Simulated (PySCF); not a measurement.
Cl3FTi, SMILES [Cl][Ti]([F])([Cl])[Cl], multiplicity 1. Atoms are numbered in the order given.

```xyz
5

F      0.0000     0.0000     1.9647
Ti     0.0000     0.0000     0.2519
Cl    -1.7603    -1.0163    -0.4554
Cl     1.7603    -1.0163    -0.4554
Cl     0.0000     2.0326    -0.4554
```
Charge 0, spin multiplicity 1.

The structure is a stationary point at ωB97X-D3(BJ)/def2-SVP. The spin state was assumed, not searched.

Computed with PySCF with M06-2X/def2-TZVP.

Symmetry labels are those of the subgroup Cs that the program uses (full group C3v).

Computed valence orbital energies around the gap with their symmetry:
```json
[
 {"orbital": "HOMO−7", "symmetry": "A\"", "energy (eV)": "-12.80"},
 {"orbital": "HOMO−6", "symmetry": "A'", "energy (eV)": "-12.80"},
 {"orbital": "HOMO−5", "symmetry": "A\"", "energy (eV)": "-12.23"},
 {"orbital": "HOMO−4", "symmetry": "A'", "energy (eV)": "-12.23"},
 {"orbital": "HOMO−3", "symmetry": "A'", "energy (eV)": "-12.02"},
 {"orbital": "HOMO−2", "symmetry": "A\"", "energy (eV)": "-11.35"},
 {"orbital": "HOMO−1", "symmetry": "A'", "energy (eV)": "-11.35"},
 {"orbital": "HOMO", "symmetry": "A\"", "energy (eV)": "-10.97"},
 {"orbital": "LUMO", "symmetry": "A\"", "energy (eV)": "-2.48"},
 {"orbital": "LUMO+1", "symmetry": "A'", "energy (eV)": "-2.48"},
 {"orbital": "LUMO+2", "symmetry": "A'", "energy (eV)": "-1.88"},
 {"orbital": "LUMO+3", "symmetry": "A\"", "energy (eV)": "-1.88"}
]
```
